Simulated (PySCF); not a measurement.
Static response to an electric field

Compound: C₄H₁₁Al.
Structure used (PBE0-D3(BJ)/def2-SVP), in Å, numbered top down from 1:
```
atom  x, y, z in Å
C1     0.263   -0.932    1.216
C2     0.015    0.021    0.045
C3    -0.464    1.378    0.561
C4    -1.053   -0.580   -0.882
Al5    1.625    0.196   -1.103
H6     1.010   -0.537    1.924
H7    -0.669   -1.096    1.791
H8     0.616   -1.921    0.880
H9     0.265    1.844    1.244
H10   -0.649    2.094   -0.258
H11   -1.412    1.273    1.123
H12   -2.003   -0.733   -0.333
H13   -0.758   -1.567   -1.281
H14   -1.288    0.076   -1.739
H15    1.949    1.572   -1.846
H16    2.550   -1.079   -1.361
```

Level: PBE0/def2-SVPD (PySCF), static field, nuclei fixed, core orbitals frozen in the response. The polarisability tensor in these axes (au):

```
x   84.19  0.00 -6.57
y    0.00 79.42 -1.71
z   -6.57 -1.71 78.97
```

Give the principal values, the mean and the anisotropy Δα = √{½[(α1 − α2)² + (α2 − α3)² + (α1 − α3)²]}.

Principal values 74.13, 79.70 and 88.75 au; mean 80.86 au = 11.98 Å³ = 13.33 × 10⁻⁴⁰ C²·m²/J; Δα = 12.78 au (16 % of the mean).

What is the dipole moment, and where does it point?

(-0.48, -0.04, 0.41) D, 0.63 D in size, pointing from the negative to the positive side. Measured along this direction, the outermost atoms are H15 and H16 at the negative end and H7 and H11 at the positive end.

What are the principal values of the traceless quadrupole moment, Θ = ½Σq(3rr − r²1), about the centre of nuclear charge?

-4.32, -2.61, 6.93 D·Å. The values depend on the origin, since the dipole doesn't vanish. The electronic extent ⟨r²⟩ about the same centre is 635 bohr², a root-mean-square distance of 1.92 Å for the 48 electrons.

Sum over states: ᾱ = Σ f/ω², ω in Eh. What share falls to these 6 lowest TDDFT singlets (eV, f)? 4.22, 0.0016; 5.40, 0.0000; 6.25, 0.0001; 6.82, 0.0004; 6.83, 0.0033; 6.90, 0.1054.

They add up to 1.77 au, 2.2 % of the 80.86 au; the largest single term is 1.64 au, from the state at 6.90 eV. Terms in order: 0.07, 0.00, 0.00, 0.01, 0.05, 1.64 au. Higher excitations give the rest. The strengths listed sum to 0.111.

What would n − 1 = 2πNα be for an ideal gas of these molecules at 350 K and 1 atm, electronic part alone?

N = p/kT = 2.0968 × 10¹⁹ cm⁻³, so n − 1 = 2π × N × 11.98 × 10⁻²⁴ cm³ = 1579 × 10⁻⁶ at long wavelengths, for an ideal gas.

Find the Langevin capture rate constant for O2+ (31.990 u) meeting this molecule (86.068 u), k = 2.342 × 10⁻⁹ cm³/s × √(α in Å³ / reduced mass in u).

The reduced mass is 23.32 u, so k = 1.68 × 10⁻⁹ cm³/s. The formula leaves out the permanent dipole, which adds to the capture rate.

Isolated species at its PBE0-D3(BJ)/def2-SVP geometry, gas phase.

The run behind these numbers computed excited states as well. The run took about 60 s of CPU time (one thread, shared machine).
